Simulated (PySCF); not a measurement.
Sn(H)2(F)(OH) (FH3OSn), SMILES [F][SnH2][OH].

Geometry optimised at PBE0-D3(BJ)/def2-TZVP. The geometry has at least one imaginary mode, so it is a saddle point at that level. The def2 effective core potentials stand for the cores of Sn; spin–orbit coupling is left out. The values are those of a single conformer.

Method: B3LYP/def2-TZVPD (PySCF).

Isolated molecule, no solvent.

Question: Estimate the frontier levels, gap, dipole moment and polarisability. (The exact figures need the calculation; the answer reports its results.)

Answer: 
highest occupied level: -8.53 eV
lowest empty level: -1.15 eV
orbital gap: 7.38 eV
dipole moment: 1.64 D
quadrupole, principal values (traceless, Buckingham form, about the centre of nuclear charge): -9.06, 2.02, 7.03 D·Å
mean static polarisability: 43.4 bohr³ (6.43 Å³)
polarisability, principal values: 40.4, 44.5, 45.3 bohr³
